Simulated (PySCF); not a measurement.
**Working out the ionisation energy of Cu**

Cu [Ar] 3d10 4s1 (2S) → Cu⁺ [Ar] 3d10 (1S). Calculation: PySCF 2.14, in cc-pVTZ-DK (7s6p4d2f1g, 68 functions); scalar relativity by spin-free X2C-1e. Frozen: [Ar]. Energies in hartree (1 hartree = 27.21139 eV):

```json
{"part": "UHF", "Cu (lower)": "-1653.148770", "Cu⁺ (upper)": "-1652.907163"}
{"part": "MP2 opposite-spin", "Cu (lower)": "-0.319566", "Cu⁺ (upper)": "-0.300444"}
{"part": "MP2 same-spin", "Cu (lower)": "-0.187953", "Cu⁺ (upper)": "-0.173971"}
```

Question: What does Hartree-Fock give?

Answer: (-1652.907163) − (-1653.148770) = 0.241607 hartree = 6.574 eV.

Question: What do MP2 and SCS-MP2 (6/5 opposite-spin, 1/3 same-spin) give?

Answer: The opposite-spin parts differ by 0.520 eV and the same-spin parts by 0.380 eV. MP2: 6.574 + (0.520) + (0.380) = 7.474 eV. SCS-MP2: 6.574 + 1.2 × (0.520) + (0.380)/3 = 7.325 eV.

Measured between the centres of the two terms (NIST): 7.726 eV, so MP2 (valence) is off by -0.252 eV.

What remains against the reference includes basis incompleteness, the frozen core and correlation beyond second order.
